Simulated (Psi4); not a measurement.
Psi4 input (wB97X-D/6-311+G**):

```
memory 1500 MB

molecule {
0 2
Cl    1.96704700    0.34742800    0.07532700
C     0.28798700    0.01282100    0.02885100
C    -0.36824900   -1.08748800    0.46489600
O    -1.67948100   -1.01746300    0.27337900
C    -1.91564900    0.20414300   -0.32750800
C    -0.74697200    0.86572800   -0.49599200
H    -2.94264100    0.42354800   -0.55460200
H    -0.60402000    1.83864900   -0.93448500
symmetry c1
no_reorient
no_com
}

set {
  basis 6-311+G**
  reference uks
  scf_type df
  df_basis_scf def2-universal-jkfit
  dft_radial_points 99
  dft_spherical_points 590
  e_convergence 1e-8
  d_convergence 1e-7
  maxiter 150
}

e = energy('wb97x-d')
print_out(f'\nFINAL {e:.10f} DIPOLE {variable("CURRENT DIPOLE")[0]:.6f} {variable("CURRENT DIPOLE")[1]:.6f} {variable("CURRENT DIPOLE")[2]:.6f}\n')
```

From the output:

```
  HONO-1 :   25  A 1.9931947
  HONO-0 :   26  A 1.0000000
  LUNO+0 :   27  A 0.0068053
  LUNO+1 :   28  A 0.0005644
  LUNO+2 :   29  A 0.0002131
  LUNO+3 :   30  A 0.0001479

Computation Completed

Properties will be evaluated at   0.000000,   0.000000,   0.000000 [a0]

Properties computed using the SCF density matrix

 Multipole Moments:

 ------------------------------------------------------------------------------------
     Multipole            Electronic (a.u.)      Nuclear  (a.u.)        Total (a.u.)
 ------------------------------------------------------------------------------------

 L = 1.  Multiply by 2.5417464519 to convert [e a0] to [Debye]
 Dipole X            :         -0.5473223           -0.0000151           -0.5473374
 Dipole Y            :          0.4239075           -0.0000132            0.4238943
 Dipole Z            :         -0.2648101           -0.0000265           -0.2648365
 Magnitude           :                                                    0.7412173

 ------------------------------------------------------------------------------------

FINAL -688.9003223645 DIPOLE -0.547337 0.423894 -0.264837

*** Psi4 exiting successfully. Buy a developer a beer!
```

The geometry given is a B3LYP-D3(BJ)/def2-TZVP minimum.
